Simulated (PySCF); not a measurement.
Worked example: oscillator strength and radiative lifetime

Zr(Cl)2(SH)2 (Cl2H2S2Zr), SMILES [SH][Zr]([SH])([Cl])[Cl], multiplicity 1.

The structure is a stationary point at PBE0-D3(BJ)/def2-SVP. The spin state was assumed, not searched. The structure was generated by enumeration; whether it is a known compound was not checked. The def2 effective core potentials stand for the cores of Zr; spin–orbit coupling is left out. Other conformers were not sampled.

TDA-LC-ωPBE/def2-SVPD (PySCF) puts the first singlet state with f over 0.02 at 5.18 eV (vertical), with the transition dipole (0.511, -0.220, -0.017) in atomic units.

Problem. Find the oscillator strength, the wavelength and the radiative lifetime that this transition would have in vacuum if emission retraced absorption.

Solution. 
|μ|² = 0.3098 au, so |μ| = 1.41 D. ΔE = 5.18/27.211 = 0.1904 hartree. f = (2/3) ΔE |μ|² = 0.039 (the program prints 0.039).
λ = 1239.84/5.18 = 239 nm; ν = 41779 cm⁻¹.
Einstein's coefficient A = 0.6670 ν² f s⁻¹ (ν in cm⁻¹) = 4.6e7 s⁻¹, so τ = 1/A = 22 ns. This state is S3; the lower singlets have f = 0.003, 0.002. The figure is the radiative limit of this one transition; relaxation, internal conversion, crossing to triplets and a medium change what is measured.
